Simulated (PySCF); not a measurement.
Species: C₄H₁₁NOSi.
InChI=1S/C4H11NOSi/c1-2-3-4-5-7-6/h4,6H,2-3,7H2,1H3/b5-4+

Level of theory: TDDFT PBE0/def2-SVPD, vertical, gas phase, core orbitals frozen in the response (PySCF 2.14.0, density-fitted response routines). The structure is a single GFN2-xTB conformer in the gas phase; no vibrational or solvent corrections. Torsions of this conformer, `[CH3:1][CH2:2][CH2:3]/[CH:4]=[N:5]/[SiH2:6][OH:7]`: C1–C2–C3–C4 -66°, C2–C3–C4–N5 134°, C4–N5–Si6–O7 136°, H–O7–Si6–N5 39°.

**Question.** List the vertical singlet excitations with oscillator strengths and describe the spectrum.

**Answer.** 

| state | E (eV) | λ (nm) | ν̃ (cm⁻¹) | f | \|μ\| (D) | main configurations (H = HOMO, L = LUMO) |
| --- | --- | --- | --- | --- | --- | --- |
| S1 | 4.27 | 290.5 | 34420 | 0.0003 | 0.13 | H→L (98%) |
| S2 | 6.35 | 195.2 | 51230 | 0.073 | 1.74 | H→L+1 (81%), H→L+2 (14%) |
| S3 | 6.59 | 188.2 | 53130 | 0.0061 | 0.49 | H→L+2 (70%), H→L+1 (15%), H→L+3 (9%) |
| S4 | 6.70 | 185.1 | 54010 | 0.066 | 1.61 | H-1→L (86%) |
| S5 | 7.10 | 174.7 | 57230 | 0.0085 | 0.56 | H→L+3 (82%), H→L+2 (9%) |
| S6 | 7.35 | 168.7 | 59290 | 0.040 | 1.19 | H→L+4 (64%), H→L+5 (25%) |
| S7 | 7.43 | 166.8 | 59940 | 0.302 | 3.27 | H-2→L (72%) |
| S8 | 7.58 | 163.6 | 61130 | 0.080 | 1.67 | H→L+5 (42%), H→L+6 (23%), H→L+4 (18%) |

Triplets (Tamm–Dancoff): T1 3.68 eV, H→L (96%); T2 5.06 eV, H-2→L (43%), H-1→L (38%), H-6→L (10%); T3 5.98 eV, H→L+1 (83%).

The lowest singlet comes at 291 nm (412 kJ/mol) in the ultraviolet; it is dark (f under 0.0005); its leading configuration is HOMO→LUMO (98%). The strongest level in the table is S7 at 7.43 eV (167 nm, f = 0.302). Löwdin shares by element: HOMO nitrogen 55%, carbon 21% or more, silicon 9%; LUMO carbon 42% or more, nitrogen 30%, silicon 8% (atoms not listed hold the other 21%). Of the 8 states listed, 5 reach f = 0.01 and 1 stays under 0.0005. The oscillator strengths of these states sum to 0.575; summed over the whole spectrum of an exact calculation they would give the number of electrons, 64 (Thomas–Reiche–Kuhn). The listed states span 3.31 eV, and the widest gap between neighbours is 2.08 eV (S1 to S2). Singlets were solved by full linear response, triplets in the Tamm–Dancoff approximation.
